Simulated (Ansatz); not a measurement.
Species: H4BClSi, SMILES `B[SiH2]Cl` (H–B–Si–Cl torsion 0°) (charge 0, multiplicity 1).

Q: Give a relaxed geometry from B3LYP-D3(BJ)/def2-TZVP (Ansatz, an electronic-structure program).

A: This is not unique; one that fits is the end point of this relaxation, one of several conformers (outside a Z-matrix the atoms follow the SMILES, hydrogens last).
Z-matrix (Å, degrees):
```
Si
H 1 1.4833
H 1 1.4834 2 108.30
B 1 2.0037 2 110.22 3 120.49
H 4 1.1886 1 123.38 2 120.72
H 4 1.1922 5 118.37 1 -179.94
Cl 1 2.0780 2 107.31 3 -115.58
```
